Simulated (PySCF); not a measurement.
Computed with ωB97X-D3(BJ)/def2-TZVP // B3LYP-D3(BJ)/def2-SVP (PySCF 2.14.0). Gas-phase values, no solvent. One relaxed conformer stands for a flexible species; it need not be the lowest. Excitations are Tamm–Dancoff values on a coarser integration grid. The basis has no diffuse functions, so Rydberg states are missing or too high.

Reference species (SMILES): `C[CH2][Sn]([CH2]C)([CH2]C)[CH2]C` (neutral, multiplicity 1).

| Quantity | Result |
|---|---|
| S1–T1 gap (TDA) | 0.72 eV |
| T1 excitation (TDA) | 6.47 eV |
| HOMO | -9.32 eV |

Changed species: `C[CH2][SnH3]` (3 of 4 C2H5 replaced by H; the reference has 0 of 4 C2H5 replaced by H).

Question: Give the shifts of the S1–T1 gap (TDA), T1 excitation (TDA) and HOMO.

Answer: the S1–T1 gap (TDA) rises by 0.38 eV, to 1.10 eV; the T1 excitation (TDA) goes up by 0.03 eV, to 6.50 eV; the HOMO falls by 0.80 eV, to -10.12 eV.
